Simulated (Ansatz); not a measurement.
System: CuBr (charge 0, singlet). 
Coordinates optimised at B3LYP-D3(BJ)/def2-TZVP (Ansatz, an electronic-structure program):
```xyz
2

Cu     0.0000     0.0000    -1.2173
Br     0.0000     0.0000     1.0086
```
Charge 0, spin multiplicity 1.

CCSD(T) with Ansatz in growing basis sets, 18 correlated electrons. Valence correlation only, unless marked. Open shells are spin-unrestricted. No spin-orbit coupling. The frozen core is the preceding noble-gas configuration, with the filled d and f shells of earlier blocks. Non-relativistic. Costs are ratios of core time to the smallest set, on shared machines of one kind, and rough; they hold the program's checks for lower states.

```tsv
basis	functions	cost over smallest	E(corr) (Eh)	electronic atomisation energy (kcal/mol)
def2-SVPD	75	1×	-0.4191	83.0
def2-TZVPPD	124	3×	-0.6298	77.4
def2-QZVPPD	198	10×	?	?
```

Task: What does the step to def2-QZVPPD buy, and how does its cost grow by formal scaling?

Result: Formally CCSD grows as o²v⁴ and (T) as o³v⁴; with o = 9 and v going from 92 to 166 both grow 11-fold in the last step, while integrals and the mean field grow more slowly. That step adds 48.7 mEh of correlation energy and 1.6 kcal/mol to the atomisation energy. Row: E(corr) (Eh) -0.6785, electronic atomisation energy (kcal/mol) 79.0.
